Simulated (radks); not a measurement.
The numbers below are computed, except where a source is named.
Question: Species: Tb3+. Configuration: [Xe] 4f8 (the NIST ground configuration). Level of theory: scalar-relativistic Kohn-Sham, Slater X-alpha with alpha = 0.667, spin-polarised, spherical densities, finite nucleus; open shells are filled with parallel spins first (spin-orbit coupling, left out, can overturn this in heavy ions); Fermi nuclear charge, rms radius 5.06 fm (a radial shooting solver on a logarithmic mesh with Libxc functionals). Some entries of the table are withheld. Estimate them.

orbital,occ.,eigenvalue (eV),r(max) (bohr)
1s down,1,-51831.99,0.01366
1s up,1,-51831.99,0.01366
2s up,1,-8618.248,0.07757
2s down,1,-8618.150,0.07757
2p up,3,-7665.637,0.06281
2p down,3,-7665.567,0.06281
3s up,1,-1935.957,0.2201
3s down,1,-1933.366,0.2200
3p up,3,-1642.078,0.2160
3p down,3,-1639.506,0.2159
3d up,5,-1257.679,0.1764
3d down,5,-1255.675,0.1763
4s up,1,-409.5798,0.5048
4s down,1,-403.8425,0.5046
4p up,3,-312.6267,0.5269
4p down,3,-306.9428,0.5267
4d up,5,-179.4109,0.5463
4d down,5,-173.8284,0.5461
5s up,1,-76.2974,(1)
5s down,1,-73.3421,(2)
5p up,3,-52.3184,1.316
5p down,3,-50.0878,1.335
4f up,7,(3),0.5489
4f down,1,(4),0.5514

Answer: 
(1) 5s up r(max) (bohr): 1.165
(2) 5s down r(max) (bohr): 1.176
(3) 4f up eigenvalue (eV): -34.7022
(4) 4f down eigenvalue (eV): -29.7255
